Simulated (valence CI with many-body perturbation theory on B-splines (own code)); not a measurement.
**Forbidden lines of Hg³¹⁺**

Calculated by configuration interaction combined with many-body perturbation theory (CI+MBPT): three valence electrons over a frozen Dirac-Fock core [Kr] 4d10, radial functions for each j: 8 s, 8 p, 9 d, 9 f, 6 g, 3 h, 2 i, with the one-electron correlation potential Σ1, the two-electron term Σ2, the three-electron term Σ3, Breit, model QED; selected CI, second order for the rest, scaled by the run's own slope (own B-spline code, finite nucleus).

No measured spectrum was set against this ion. As an estimate, large intervals hold to a few tenths of a per cent, small ones and those within an open d or f shell to about a per cent. Core correlation moves these levels by up to 7200 cm⁻¹, and in measured spectra 5 to 20 % of such shifts remained as error; rates that hang on mixing are uncertain with them. The list stops below the first excitations out of the core.

Lines 51 to 100 of 120 in falling wavelength, among levels below 1523800 cm⁻¹, chosen from the decays that carry over 1 % of a level's rate. Wavelengths and rates use the calculated energies. S is in atomic units (e²a₀⁴ for E2 and M2, e²a₀⁶ for E3), for M1 in squared Bohr magnetons. Weak lines are less certain than strong ones. Lines between different terms over intervals too small for the method are left out, as are lines whose strength nearly cancels.

Levels are named by their leading jj configuration (3d3/2^4 stands for four electrons in 3d with j = 3/2), which in mixed levels can hold well under half, so a name can repeat and another be missing. Letters in brackets count levels of one name in rising energy.

| λ vac (nm) | Upper | Lower | Type | A (s⁻¹) | S (a.u.) |
| --- | --- | --- | --- | --- | --- |
| 224.1 | (4f5/2 4f7/2^2) J=11/2 [b] | (4f5/2 4f7/2^2) J=13/2 [a] | M1 | 2.03e+01 | 1.02e-01 |
| 224.0 | (4f5/2 4f7/2^2) J=9/2 [c] | (4f5/2^2 4f7/2) J=11/2 [b] | M1 | 4.44e+01 | 1.85e-01 |
| 219.4 | (4f5/2 4f7/2^2) J=7/2 [a] | (4f5/2^2 4f7/2) J=5/2 [a] | M1 | 1.85e+03 | 5.78e+00 |
| 214.0 | (4f7/2^3) J=15/2 | (4f5/2^2 4f7/2) J=15/2 [b] | M1 | 1.13e+03 | 6.60e+00 |
| 210.0 | (4f5/2^2 4f7/2) J=3/2 [b] | (4f5/2^3) J=5/2 | M1 | 5.17e+02 | 7.10e-01 |
| 205.8 | (4f5/2 4f7/2^2) J=3/2 [b] | (4f5/2^2 4f7/2) J=5/2 [b] | M1 | 3.51e+02 | 4.54e-01 |
| 203.3 | (4f5/2 4f7/2^2) J=5/2 [a] | (4f5/2^2 4f7/2) J=7/2 [b] | M1 | 1.86e+02 | 3.47e-01 |
| 195.6 | (4f7/2^3) J=9/2 | (4f5/2 4f7/2^2) J=7/2 [a] | M1 | 1.59e+03 | 4.40e+00 |
| 193.8 | (4f7/2^3) J=9/2 | (4f5/2 4f7/2^2) J=9/2 [b] | M1 | 5.90e+02 | 1.59e+00 |
| 190.7 | (4f5/2^2 4f7/2) J=5/2 [b] | (4f5/2^3) J=5/2 | M1 | 5.20e+02 | 8.03e-01 |
| 190.4 | (4f5/2 4f7/2^2) J=7/2 [b] | (4f5/2 4f7/2^2) J=9/2 [a] | M1 | 5.73e+01 | 1.17e-01 |
| 188.2 | (4f5/2 4f7/2^2) J=3/2 [b] | (4f5/2^2 4f7/2) J=1/2 | M1 | 1.54e+03 | 1.52e+00 |
| 187.3 | (4f5/2 4f7/2^2) J=3/2 [b] | (4f5/2^2 4f7/2) J=3/2 [b] | M1 | 1.36e+03 | 1.33e+00 |
| 183.5 | (4f5/2 4f7/2^2) J=13/2 [b] | (4f5/2^2 4f7/2) J=11/2 [b] | M1 | 2.97e+02 | 9.52e-01 |
| 179.3 | (4f5/2 4f7/2^2) J=13/2 [b] | (4f5/2 4f7/2^2) J=13/2 [a] | M1 | 2.78e+02 | 8.33e-01 |
| 175.7 | (4f5/2 4f7/2^2) J=3/2 [a] | (4f5/2^2 4f7/2) J=3/2 [a] | M1 | 1.89e+03 | 1.52e+00 |
| 174.2 | (4f5/2 4f7/2^2) J=3/2 [a] | (4f5/2^2 4f7/2) J=5/2 [a] | M1 | 2.99e+02 | 2.34e-01 |
| 172.3 | (4f5/2 4f7/2^2) J=9/2 [c] | (4f5/2^2 4f7/2) J=7/2 [b] | M1 | 1.19e+03 | 2.27e+00 |
| 170.6 | (4f5/2 4f7/2^2) J=9/2 [b] | (4f5/2^2 4f7/2) J=9/2 | M1 | 1.20e+03 | 2.20e+00 |
| 169.3 | (4f5/2 4f7/2^2) J=7/2 [a] | (4f5/2^3) J=5/2 | M1 | 3.72e+01 | 5.35e-02 |
| 169.3 | (4f5/2 4f7/2^2) J=7/2 [a] | (4f5/2^2 4f7/2) J=9/2 | M1 | 2.66e+01 | 3.83e-02 |
| 167.7 | (4f5/2^2 4f7/2) J=15/2 [b] | (4f5/2^2 4f7/2) J=13/2 | M1 | 1.23e+03 | 3.43e+00 |
| 163.5 | (4f5/2 4f7/2^2) J=5/2 [b] | (4f5/2^2 4f7/2) J=5/2 [b] | M1 | 1.89e+03 | 1.84e+00 |
| 156.1 | (4f5/2 4f7/2^2) J=5/2 [a] | (4f5/2^2 4f7/2) J=7/2 [a] | M1 | 9.30e+02 | 7.87e-01 |
| 154.8 | (4f5/2^2 4f7/2) J=9/2 | (4f5/2^3) J=9/2 | M1 | 1.71e+03 | 2.35e+00 |
| 153.8 | (4f7/2^3) J=15/2 | (4f5/2 4f7/2^2) J=13/2 [a] | M1 | 2.53e+03 | 5.45e+00 |
| 153.4 | (4f5/2 4f7/2^2) J=5/2 [a] | (4f5/2^2 4f7/2) J=3/2 [a] | M1 | 6.11e+02 | 4.91e-01 |
| 152.3 | (4f5/2 4f7/2^2) J=5/2 [a] | (4f5/2^2 4f7/2) J=5/2 [a] | M1 | 2.60e+02 | 2.04e-01 |
| 151.6 | (4f5/2 4f7/2^2) J=5/2 [b] | (4f5/2^2 4f7/2) J=3/2 [b] | M1 | 9.12e+02 | 7.06e-01 |
| 151.1 | (4f7/2^3) J=9/2 | (4f5/2 4f7/2^2) J=9/2 [a] | M1 | 7.20e+02 | 9.20e-01 |
| 150.3 | (4f5/2 4f7/2^2) J=7/2 [b] | (4f5/2^2 4f7/2) J=7/2 [b] | M1 | 1.13e+02 | 1.14e-01 |
| 150.2 | (4f5/2 4f7/2^2) J=11/2 [a] | (4f5/2^2 4f7/2) J=13/2 | M1 | 2.57e+02 | 3.87e-01 |
| 149.6 | (4f7/2^3) J=9/2 | (4f5/2^2 4f7/2) J=11/2 [b] | M1 | 4.54e+02 | 5.64e-01 |
| 148.5 | (4f5/2 4f7/2^2) J=11/2 [a] | (4f5/2^2 4f7/2) J=9/2 | M1 | 7.11e+02 | 1.04e+00 |
| 145.6 | (4f5/2 4f7/2^2) J=13/2 [a] | (4f5/2^2 4f7/2) J=11/2 [a] | M1 | 2.92e+03 | 4.67e+00 |
| 143.4 | (4f5/2^2 4f7/2) J=3/2 [b] | (4f5/2^3) J=3/2 | M1 | 1.51e+02 | 6.58e-02 |
| 142.9 | (4f5/2^2 4f7/2) J=11/2 [b] | (4f5/2^2 4f7/2) J=11/2 [a] | M1 | 3.14e+02 | 4.07e-01 |
| 142.9 | (4f5/2^2 4f7/2) J=1/2 | (4f5/2^3) J=3/2 | M1 | 1.17e+03 | 2.53e-01 |
| 141.6 | (4f5/2 4f7/2^2) J=9/2 [a] | (4f5/2^2 4f7/2) J=11/2 [a] | M1 | 1.99e+02 | 2.10e-01 |
| 134.1 | (4f5/2^2 4f7/2) J=5/2 [b] | (4f5/2^3) J=3/2 | M1 | 7.58e+02 | 4.07e-01 |
| 131.0 | (4f5/2 4f7/2^2) J=13/2 [b] | (4f5/2^2 4f7/2) J=15/2 [a] | M1 | 2.98e+02 | 3.48e-01 |
| 129.2 | (4f5/2 4f7/2^2) J=1/2 | (4f5/2^2 4f7/2) J=3/2 [a] | M1 | 2.55e+02 | 4.08e-02 |
| 126.3 | (4f5/2 4f7/2^2) J=5/2 [a] | (4f5/2^3) J=5/2 | M1 | 5.36e+01 | 2.40e-02 |
| 125.5 | (4f5/2^2 4f7/2) J=7/2 [a] | (4f5/2^3) J=9/2 | M1 | 2.85e+02 | 1.67e-01 |
| 124.7 | (4f7/2^3) J=9/2 | (4f5/2^2 4f7/2) J=7/2 [b] | M1 | 1.81e+02 | 1.30e-01 |
| 123.1 | (4f5/2 4f7/2^2) J=17/2 | (4f5/2^2 4f7/2) J=15/2 [a] | M1 | 6.44e+02 | 8.02e-01 |
| 122.8 | (4f5/2 4f7/2^2) J=7/2 [b] | (4f5/2^2 4f7/2) J=7/2 [a] | M1 | 2.23e+01 | 1.23e-02 |
| 120.4 | (4f5/2 4f7/2^2) J=7/2 [b] | (4f5/2^2 4f7/2) J=5/2 [a] | M1 | 4.29e+01 | 2.22e-02 |
| 119.6 | (4f5/2 4f7/2^2) J=5/2 [b] | (4f5/2^2 4f7/2) J=7/2 [b] | M1 | 1.33e+03 | 5.08e-01 |
| 117.4 | (4f5/2 4f7/2^2) J=9/2 [b] | (4f5/2^2 4f7/2) J=11/2 [a] | M1 | 3.88e+02 | 2.33e-01 |
